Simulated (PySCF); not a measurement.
Dipole moment and polarisability of 4-aminobenzaldehyde

Species: 4-aminobenzaldehyde, C₇H₇NO.
Cartesian coordinates in Å at the PBE0-D3(BJ)/def2-SVP level; atoms count from 1:
```
atom  x, y, z in Å
N1     2.9450   -0.0825   -0.0735
C2     1.5891    0.0252    0.0333
C3     0.7583   -1.0965   -0.1653
C4    -0.6148   -0.9826   -0.0258
C5    -1.2084    0.2404    0.3110
C6    -2.6648    0.3560    0.4450
O7    -3.2611    1.3717    0.7167
C8    -0.3821    1.3575    0.5113
C9     0.9890    1.2576    0.3775
H10    3.5043    0.7565   -0.1151
H11    3.3424   -0.9060   -0.5004
H12    1.2080   -2.0573   -0.4289
H13   -1.2495   -1.8601   -0.1848
H14   -3.2191   -0.6041    0.2685
H15   -0.8556    2.3066    0.7741
H16    1.6234    2.1336    0.5378
```

Level: CAM-B3LYP/def2-SVPD (PySCF), static field, nuclei fixed, core orbitals frozen in the response. The polarisability tensor in these axes (au):

```
x   146.39  -7.52  -9.03
y    -7.52  95.23  10.44
z    -9.03  10.44  56.59
```

Question: What are the eigenvalues, a third of the trace, and Δα (Δα² = ½Σ(αi − αj)² over the three pairs)?

Answer: Principal values 53.43, 96.12 and 148.67 au; mean 99.40 au = 14.73 Å³ = 16.39 × 10⁻⁴⁰ C²·m²/J; Δα = 82.63 au (83 % of the mean).

Question: What is the dipole moment, and where does it point?

Answer: (5.20, -2.13, -1.45) D, 5.81 D in size, pointing from the negative to the positive side. Measured along this direction, the outermost atoms are O7 at the negative end and H11 at the positive end.

Question: Sum over states: ᾱ = Σ f/ω², ω in Eh. What share falls to these 6 lowest TDDFT singlets (eV, f)? 4.04, 0.0003; 4.71, 0.3132; 4.85, 0.1536; 5.77, 0.0017; 5.94, 0.1817; 6.46, 0.0001.

Answer: They add up to 19.15 au, 19.3 % of the 99.40 au; the largest single term is 10.47 au, from the state at 4.71 eV. Terms in order: 0.01, 10.47, 4.83, 0.04, 3.81, 0.00 au. Higher excitations give the rest. The strengths listed sum to 0.651.

Question: Find the Langevin capture rate constant for H3O+ (19.018 u) meeting this molecule (121.053 u), k = 2.342 × 10⁻⁹ cm³/s × √(α in Å³ / reduced mass in u).

Answer: The reduced mass is 16.44 u, so k = 2.22 × 10⁻⁹ cm³/s. The formula leaves out the permanent dipole, which adds to the capture rate.

Question: In a dilute gas of rigid molecules at 298 K, how does the orientational term μ²/3kT compare with the electronic polarisability?

Answer: In Gaussian units μ²/3kT = 273.08 Å³ against 14.73 Å³, a ratio of 18.54; the Debye molar polarisation (4π/3)N_A(α + μ²/3kT) is 726.0 cm³/mol, leaving out the vibrational part.

Question: Estimate the molar refractivity from the static electronic polarisability.

Answer: Lorentz–Lorenz: R = (4π/3)N_A α = 2.5225 cm³/(mol·Å³) × 14.73 Å³ = 37.2 cm³/mol, in the limit of long wavelengths.

The structure is a single PBE0-D3(BJ)/def2-SVP conformer in the gas phase; no vibrational or solvent corrections.
